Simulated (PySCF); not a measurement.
Two species compared at the same levels of theory.

First species: C5H9FOS.
Cartesian coordinates in Å at the GFN2-xTB level; atoms count from 1:
```xyz
17
C5H9FOS angstrom
C      2.1170    0.5658    0.3419
C      0.6731    0.1938    0.5976
C      0.1846   -1.0099   -0.1895
C     -1.3305   -1.0425   -0.0337
C     -1.8329    0.3672   -0.2992
F     -2.8800    0.6870    0.5234
S     -0.4252    1.5853    0.0185
O      0.0537    1.9320   -1.3185
H      2.4342    1.3666    1.0056
H      2.2189    0.9105   -0.6860
H      2.7700   -0.2920    0.4901
H      0.4616    0.0797    1.6622
H      0.6409   -1.9356    0.1640
H      0.4488   -0.8718   -1.2403
H     -1.7933   -1.7632   -0.7082
H     -1.5969   -1.3110    0.9915
H     -2.1510    0.5502   -1.3292
```

Second species: C4H2FN3.
Atom-mapped SMILES: `[CH:1]#[C:2][c:3]1[n:4][nH:5][n:6][c:7]1[F:8]` (hydrogens: H9 on C1; H10 on N5)

Levels: wB97X-D/def2-SVPD for HOMO energy, LUMO energy, HOMO–LUMO gap and static isotropic polarisability; TDDFT wB97X-D/def2-SVPD for lowest singlet excitation; TDA wB97X-D/def2-SVPD for lowest triplet excitation (Tamm–Dancoff). Geometries: GFN2-xTB. Each structure is a single optimised conformer of the isolated species, non-relativistic unless stated; the electronic structure was computed with PySCF and density fitting.

Values for the first species:

```
HOMO energy                              : -8.72 eV
LUMO energy                              : 1.64 eV
HOMO–LUMO gap                            : 10.36 eV
Lowest singlet excitation                : 5.51 eV
Lowest triplet excitation (Tamm–Dancoff) : 4.81 eV
Static isotropic polarisability          : 80.9 au
```

Q: Estimate the same properties for the second species, and the change in each.

A: 
```json
{"property": "HOMO energy", "first": "-8.72 eV", "second": "-9.37 eV", "second less first": "-0.65 eV"}
{"property": "LUMO energy", "first": "1.64 eV", "second": "0.58 eV", "second less first": "-1.06 eV"}
{"property": "HOMO–LUMO gap", "first": "10.36 eV", "second": "9.95 eV", "second less first": "-0.41 eV"}
{"property": "lowest singlet excitation", "first": "5.51 eV", "second": "5.79 eV", "second less first": "+0.28 eV"}
{"property": "lowest triplet excitation (Tamm–Dancoff)", "first": "4.81 eV", "second": "4.19 eV", "second less first": "-0.62 eV"}
{"property": "static isotropic polarisability", "first": "80.9 au", "second": "66.1 au", "second less first": "-14.8 au"}
```

On the first: In wavenumbers S1 is 44400 cm⁻¹ (1 eV = 8065.54 cm⁻¹). The principal polarisabilities are 70.1, 83.0 and 89.7 au; their mean is the isotropic value.

On the second: The polarisability is 9.80 Å³ as a volume (1 au = 0.148185 Å³), or 1.18 au for each of the 56 electrons. In wavenumbers S1 is 46700 cm⁻¹ (1 eV = 8065.54 cm⁻¹).
